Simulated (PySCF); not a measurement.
# Telling isomers of C7H11FO apart by NMR

[PySCF 2.14: σ from GIAO-PBE0/pcSseg-1; GFN2-xTB geometry; non-relativistic; no solvent model; one conformer; one averaged value for each set of equivalent atoms]

Referencing at the same level of theory: ¹H (σref 31.72), ¹³C (σref 186.93) against TMS. Splittings of carbon signals by F and P are missing where no couplings were computed. Where no couplings were computed, multiplicities follow the n + 1 count of equivalent neighbours, and m marks all less simple cases (inequivalent or close neighbours, rings, F or P nearby). Shifts are as computed. Against solution values, carbons near 30 ppm lie about +3 ppm off and those near 130 ppm about +5 ppm. Of 1211 compounds with measured shifts, 218 miss one by over three times the rms of a fit or turn the order of signals round; such compounds aren't used in these exercises.

(1) Tabulate the signals of `C[C@@H]1[C@@H](C)C[C@H]1C(=O)F`, `C/C=C(\C(=O)F)C(C)C` and their relative energies.

(2) What is the quickest way to tell C[C@@H]1[C@@H](C)C[C@H]1C(=O)F from C/C=C(\C(=O)F)C(C)C?

Results:

(1) 
```json
{"SMILES": "C[C@@H]1[C@@H](C)C[C@H]1C(=O)F", "carbon types": "1×C 3×CH 1×CH2 2×CH3", "δC": "176.2, 46.5, 39.8, 35.4, 26.1, 23.6, 23.5", "δH": "2.46 (m, 1H), 2.16 (m, 1H), 2.07 (m, 1H), 1.87 (m, 1H), 1.76 (m, 1H), 1.33 (d, 3H), 1.18 (d, 3H)", "E rel. (kcal/mol)": "0.0"}
{"SMILES": "C/C=C(\\C(=O)F)C(C)C", "carbon types": "2×C 2×CH 3×CH3", "δC": "165.6, 159.4, 141.6, 34.0, 24.3, 21.1", "δH": "7.03 (m, 1H), 2.89 (sept, 1H), 2.46 (d, 3H), 1.10 (d, 6H)", "E rel. (kcal/mol)": "0.7"}
```

Energies are electronic energies at PBE0/pcSseg-1 on these geometries, without zero-point or thermal terms, each for the one conformer computed, which needn't be the lowest.

(2) Count the carbon signals: 7 against 6. The first has an sp3 CH2 in a ring at 26.1 ppm, the second a β carbon of a C=C–C=O unit (CH) at 159.4 ppm. Their most deshielded carbons lie at 176.2 and 165.6 ppm. In the proton spectra the most deshielded non-exchanging signals are 2.46 (m, 1H) and 7.03 (m, 1H).
